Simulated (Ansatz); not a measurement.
Born–Oppenheimer molecular dynamics of C4H15ClN2Si2 (24 atoms, charge 0, multiplicity 1). It starts from a relaxed structure.

Method: RKS B3LYP/STO-3G (Ansatz 0.2.0).

```json
{
  "ensemble": "NVE (velocity Verlet)",
  "time step": "2 fs",
  "steps asked": "40",
  "starting velocities drawn for": "300 K",
  "seed": "65215"
}
```

First frame:

```xyz
24
Properties=species:S:1:pos:R:3
Si 0.050 -0.018 -0.197
Cl -0.087 0.105 1.950
Si 2.236 0.046 -0.835
H 2.863 -1.224 -0.557
H 2.346 0.318 -2.250
H 2.941 1.080 -0.113
N -0.816 1.345 -0.902
C -2.300 1.423 -0.699
H -2.751 0.434 -0.884
H -2.585 1.751 0.324
H -2.733 2.143 -1.418
C -0.195 2.704 -0.783
H -0.667 3.391 -1.510
H -0.306 3.152 0.228
H 0.883 2.646 -1.016
N -0.699 -1.546 -0.577
C -1.894 -2.065 0.142
H -1.925 -1.629 1.156
H -2.851 -1.831 -0.374
H -1.830 -3.167 0.238
C -0.528 -2.139 -1.931
H -1.315 -1.824 -2.651
H 0.451 -1.848 -2.354
H -0.557 -3.245 -1.868
```

Q: How far do the bonds stretch over the last three quarters of this one trajectory? (Pairs bonded in most of those frames.)

A: 
| bond | mean (Å) | spread (Å) | shortest | longest |
| --- | --- | --- | --- | --- |
| Si1–Cl2 | 2.151 | 0.053 | 2.07 | 2.22 |
| Si1–Si3 | 2.277 | 0.018 | 2.26 | 2.31 |
| Si1–N7 | 1.776 | 0.039 | 1.73 | 1.84 |
| Si1–N16 | 1.757 | 0.033 | 1.69 | 1.81 |
| Si3–H4 | 1.444 | 0.026 | 1.41 | 1.48 |
| Si3–H5 | 1.447 | 0.013 | 1.43 | 1.47 |
| Si3–H6 | 1.446 | 0.016 | 1.42 | 1.47 |
| N7–C8 | 1.504 | 0.014 | 1.49 | 1.53 |
| N7–C12 | 1.507 | 0.016 | 1.48 | 1.53 |
| C8–H9 | 1.105 | 0.024 | 1.07 | 1.14 |
| C8–H10 | 1.111 | 0.015 | 1.09 | 1.14 |
| C8–H11 | 1.108 | 0.014 | 1.08 | 1.13 |
| C12–H13 | 1.107 | 0.013 | 1.09 | 1.13 |
| C12–H14 | 1.114 | 0.021 | 1.08 | 1.15 |
| C12–H15 | 1.105 | 0.011 | 1.09 | 1.12 |
| N16–C17 | 1.494 | 0.030 | 1.46 | 1.56 |
| N16–C21 | 1.499 | 0.025 | 1.46 | 1.54 |
| C17–H18 | 1.106 | 0.024 | 1.07 | 1.14 |
| C17–H19 | 1.114 | 0.028 | 1.07 | 1.16 |
| C17–H20 | 1.110 | 0.036 | 1.06 | 1.16 |
| C21–H22 | 1.114 | 0.015 | 1.09 | 1.14 |
| C21–H23 | 1.107 | 0.026 | 1.06 | 1.15 |
| C21–H24 | 1.112 | 0.033 | 1.06 | 1.16 |

Mean temperature of the second half: 154 K. The conserved energy stayed within 4.7 meV per atom of its start (net change 3 meV per atom), so there is no drift, though single steps change it by up to 108 meV in the whole system, a sign of fast motions only just resolved. Over the second half the temperature averaged 0.51 of the 300 K drawn at the start: a run that starts near a minimum puts about half its kinetic energy into the potential. A step of 2 fs is long for free X–H stretches (periods near 10 fs) and can bias their spread and the temperature. A run of 0.08 ps of so small a system gives no equilibrium averages. Limits of this set-up: minimal basis.

Time of the run: 15 min on 1 thread of Intel(R) Xeon(R) Processor @ 2.50GHz (Skylake/Cascade Lake), on a shared host, peak memory 0.24 GiB.
